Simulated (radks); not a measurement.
Values are calculated unless marked as measured or tabulated.
The erbium ion Er44+, 24 electrons, occupied as [Ar] 3d6.

Level of theory: Dirac Kohn-Sham, PBE, spin-unpolarised, spherical densities, point nucleus; open shells are shared between the two j in proportion to 2j + 1 (a radial shooting solver on a logarithmic mesh with Libxc functionals).

Energy parts (hartree):
part                       energy
total                 -11590.7944
kinetic                12925.1239
electron-nucleus      -26303.3418
Hartree                 1979.0998
exchange-correlation    -191.6764

Orbitals (lengths in bohr, moments of r in powers of bohr; r(max) is where P^2 peaks):
orbital,occ.,eigenvalue (hartree),<r>,<1/r>,r(max),small-component weight
1s1/2,2,-2195.626,0.02036,77.60,0.01285,6.48e-02
2s1/2,2,-441.0228,0.08548,18.75,0.07324,1.46e-02
2p1/2,2,-424.8155,0.07112,18.70,0.05500,1.46e-02
2p3/2,4,-390.8093,0.07829,16.22,0.06117,1.34e-02
3s1/2,2,-158.0670,0.2158,7.175,0.2024,5.13e-03
3p1/2,2,-151.3807,0.2047,7.095,0.1896,5.07e-03
3p3/2,4,-143.4657,0.2165,6.458,0.2015,4.76e-03
3d3/2,2.4,-132.8361,0.1883,6.337,0.1572,4.61e-03
3d5/2,3.6,-131.0313,0.1920,6.181,0.1605,4.52e-03

The highest occupied level is 3d5/2 at -3565.5 eV. The density falls to 0.001 e/bohr^3 at r = 0.69 bohr. For comparison, the ionisation energy in NIST's Atomic Spectra Database is 3624 eV (theoretical). In exact Kohn-Sham theory the highest level is minus the ionisation energy, but local and semilocal functionals leave it too shallow, through self-interaction and a potential that decays too fast; potentials with the right tail come closer.

Beside tabulated values, note that spin-unpolarised runs miss the spin-polarisation part of the exchange energy of open shells.
